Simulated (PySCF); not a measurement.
Dipole response of Rh³⁺ (rhodium, charge +3)

[Kr] 4d6, high-spin 5D determinant. Calculation: PySCF 2.14, in aug-cc-pVTZ-PP with ECP28MDF; scalar relativity through the core potential. Coupled (time-dependent) response in atomic units; α is the mean over directions.

```
method  mean α (bohr³)         α xx, yy, zz  C₆ (like pair)  S(−4)
   UHF           4.403  4.537, 4.537, 4.137           19.82  3.651
   PBE           4.865  5.015, 5.015, 4.563           22.20  5.077
  PBE0           4.702  4.848, 4.848, 4.410           21.37  4.524
```

S(−4) is the Cauchy moment in α(ω) = α(0) + S(−4) ω² + …

Spin-orbit coupling is absent.

α(iu) at PBE:

```tsv
u (hartree)	α(iu) (bohr³)
0	4.865
0.0500	4.852
0.100	4.815
0.200	4.676
0.300	4.472
0.500	3.980
0.750	3.371
1.00	2.850
1.50	2.067
2.00	1.538
3.00	0.9175
5.00	0.4121
```

A single London oscillator, α(iu) = α/(1 + u²/ω²), gives C₆ = (3/4) ω α². Matching the computed C₆ needs ω = 4 × 22.20 / (3 × 4.865²) = 1.25 hartree.

For an ion, C₆ is the dispersion term alone; charge-induced terms of lower order in 1/R come first.

The components differ because the open shell of this determinant is not spherical; for a pure term their mean is the scalar polarisability.

Energies and moments cover only the electrons outside the core potential.
